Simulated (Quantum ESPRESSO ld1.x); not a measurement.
Input (ld1.x (Quantum ESPRESSO 7.5)):

```
 &input
    zed=76.0,
    iswitch=1,
    rel=2,
    dft='PZ',
    config='[Kr] 4d2 5s0 5p0 4f0',
    rel_dist='energy',
    verbosity='high',
    lsmall=.true.,
    prefix='ld1',
    max_out_wfc=37,
    file_charge='ld1.rho',
 /
```

It prints (banner and zero overlaps left out):

```
     Program LD1 v.7.5 starts

     --------------------------- All-electron run ----------------------------

     dirac relativistic calculation

     atomic number is 76.00
     dft =PZ   lsd =0 sic =0 latt =0  beta=0.20 tr2=1.0E-14
     Exchange-correlation= PZ
                           (   1   1   0   0   0   0   0)
     mesh =2117 r(mesh) =  99.21276 a.u. xmin = -8.00 dx = 0.00800
     1 Ry =  13.60569312 eV, c = 137.03599908

     n l j   nl                  e(Ry)          e(Ha)          e(eV)
     Spin orbit split results
     1 0 0.5 1S 1( 2.00)   -5540.098774524   -2770.049387262 -75376.8837973
     2 0 0.5 2S 1( 2.00)   -1065.803179339    -532.901589669 -14500.9909876
     2 1 0.5 2P 1( 2.00)   -1025.902864100    -512.951432050 -13958.1195429
     2 1 1.5 2P 1( 4.00)    -913.431694304    -456.715847152 -12427.8713215
     3 0 0.5 3S 1( 2.00)    -338.726429295    -169.363214647  -4608.6078496
     3 1 0.5 3P 1( 2.00)    -321.186489559    -160.593244779  -4369.9648122
     3 1 1.5 3P 1( 4.00)    -296.046745071    -148.023372536  -4027.9211635
     4 0 0.5 4S 1( 2.00)    -151.871631131     -75.935815565  -2066.3188073
     4 1 0.5 4P 1( 2.00)    -144.341238998     -72.170619499  -1963.8626028
     4 1 1.5 4P 1( 4.00)    -136.537738814     -68.268869407  -1857.6905740
     3 2 1.5 3D 1( 4.00)    -267.102043997    -133.551021999  -3634.1084432
     3 2 2.5 3D 1( 6.00)    -261.616389350    -130.808194675  -3559.4723094
     4 2 1.5 4D 1( 2.00)    -124.430795557     -62.215397778  -1692.9672194
     4 2 2.5 4D 1( 0.00)    -122.763063439     -61.381531720  -1670.2765680
     5 0 0.5 5S 1( 0.00)     -85.611698203     -42.805849101  -1164.8064935
     5 1 0.5 5P 1( 0.00)     -82.052320539     -41.026160270  -1116.3786933
     5 1 1.5 5P 1( 0.00)     -78.723848235     -39.361924118  -1071.0925206
     4 3 2.5 4F 1( 0.00)    -108.555586283     -54.277793142  -1476.9739938
     4 3 3.5 4F 1( 0.00)    -108.088351564     -54.044175782  -1470.6169416
     Averaged results
     1 0     1S 1( 2.00)   -5540.098774524   -2770.049387262 -75376.8837973
     2 0     2S 1( 2.00)   -1065.803179339    -532.901589669 -14500.9909876
     2 1     2P 1( 6.00)    -950.922084236    -475.461042118 -12937.9540620
     3 0     3S 1( 2.00)    -338.726429295    -169.363214647  -4608.6078496
     3 1     3P 1( 6.00)    -304.426659900    -152.213329950  -4141.9357131
     4 0     4S 1( 2.00)    -151.871631131     -75.935815565  -2066.3188073
     4 1     4P 1( 6.00)    -139.138905542     -69.569452771  -1893.0812503
     3 2     3D 1(10.00)    -263.810651209    -131.905325604  -3589.3267629
     4 2     4D 1( 2.00)    -123.430156286     -61.715078143  -1679.3528286
     5 0     5S 1( 0.00)     -85.611698203     -42.805849101  -1164.8064935
     5 1     5P 1( 0.00)     -79.833339003     -39.916669502  -1086.1879115
     4 3     4F 1( 0.00)    -108.288595015     -54.144297508  -1473.3413925

     final scf error:  2.7E-15 reached in  21 iterations

     Etot =  -32804.948916 Ry,  -16402.474458 Ha, -446334.067864 eV

     Ekin =   37489.222163 Ry,   18744.611082 Ha,  510066.852170 eV
     Encl =  -77297.896285 Ry,  -38648.948143 Ha,-1051691.455909 eV
     Eh   =    7531.654034 Ry,    3765.827017 Ha,  102473.373496 eV
     Exc  =    -527.928828 Ry,    -263.964414 Ha,   -7182.837621 eV

     normalization and overlap integrals

     s(1S/1S) =  1.000000  <r> =   0.0177  <r2> =    0.0004  r(max) =   0.0110
     LC norm =  0.91745093 + SC norm =  0.08254907 =  1.00000000
     s(2S/2S) =  1.000000  <r> =   0.0743  <r2> =    0.0066  r(max) =   0.0636
     LC norm =  0.98120085 + SC norm =  0.01879915 =  1.00000000
     s(2P/2P) =  1.000000  <r> =   0.0613  <r2> =    0.0047  r(max) =   0.0477
     LC norm =  0.98112372 + SC norm =  0.01887628 =  1.00000000
     s(2P/2P) =  1.000000  <r> =   0.0695  <r2> =    0.0059  r(max) =   0.0542
     LC norm =  0.98305826 + SC norm =  0.01694174 =  1.00000000
     s(3S/3S) =  1.000000  <r> =   0.1916  <r2> =    0.0421  r(max) =   0.1786
     LC norm =  0.99364536 + SC norm =  0.00635464 =  1.00000000
     s(3P/3P) =  1.000000  <r> =   0.1816  <r2> =    0.0384  r(max) =   0.1662
     LC norm =  0.99370245 + SC norm =  0.00629755 =  1.00000000
     s(3P/3P) =  1.000000  <r> =   0.1960  <r2> =    0.0445  r(max) =   0.1800
     LC norm =  0.99424173 + SC norm =  0.00575827 =  1.00000000
     s(4S/4S) =  1.000000  <r> =   0.3916  <r2> =    0.1726  r(max) =   0.3849
     LC norm =  0.99735042 + SC norm =  0.00264958 =  1.00000000
     s(4P/4P) =  1.000000  <r> =   0.3886  <r2> =    0.1711  r(max) =   0.3788
     LC norm =  0.99741338 + SC norm =  0.00258662 =  1.00000000
     s(4P/4P) =  1.000000  <r> =   0.4105  <r2> =    0.1907  r(max) =   0.4038
     LC norm =  0.99758055 + SC norm =  0.00241945 =  1.00000000
     s(3D/3D) =  1.000000  <r> =   0.1707  <r2> =    0.0341  r(max) =   0.1416
     LC norm =  0.99437583 + SC norm =  0.00562417 =  1.00000000
     s(3D/3D) =  1.000000  <r> =   0.1751  <r2> =    0.0357  r(max) =   0.1450
     LC norm =  0.99452359 + SC norm =  0.00547641 =  1.00000000
     s(4D/4D) =  1.000000  <r> =   0.3995  <r2> =    0.1827  r(max) =   0.3849
     LC norm =  0.99771339 + SC norm =  0.00228661 =  1.00000000
     s(4D/4D) =  1.000000  <r> =   0.4057  <r2> =    0.1882  r(max) =   0.3943
     LC norm =  0.99775622 + SC norm =  0.00224378 =  1.00000000
     s(5S/5S) =  1.000000  <r> =   0.6761  <r2> =    0.5110  r(max) =   0.6958
     LC norm =  0.99860416 + SC norm =  0.00139584 =  1.00000000
     s(5P/5P) =  1.000000  <r> =   0.6811  <r2> =    0.5208  r(max) =   0.7014
     LC norm =  0.99863763 + SC norm =  0.00136237 =  1.00000000
     s(5P/5P) =  1.000000  <r> =   0.7099  <r2> =    0.5655  r(max) =   0.7300
     LC norm =  0.99870186 + SC norm =  0.00129814 =  1.00000000
     s(4F/4F) =  1.000000  <r> =   0.3749  <r2> =    0.1589  r(max) =   0.3254
     LC norm =  0.99802028 + SC norm =  0.00197972 =  1.00000000
     s(4F/4F) =  1.000000  <r> =   0.3775  <r2> =    0.1610  r(max) =   0.3280
     LC norm =  0.99803628 + SC norm =  0.00196372 =  1.00000000

     LC charge = 37.56336795 + SC charge =  0.43663205 = 38.00000000

     ------------------------ End of All-electron run ------------------------
```

Run on one thread of a shared host, so times are rough (Intel(R) Xeon(R) Processor @ 2.60GHz): 0.65 s of CPU time, 0.68 s wall, 21 iterations on 2117 mesh points.
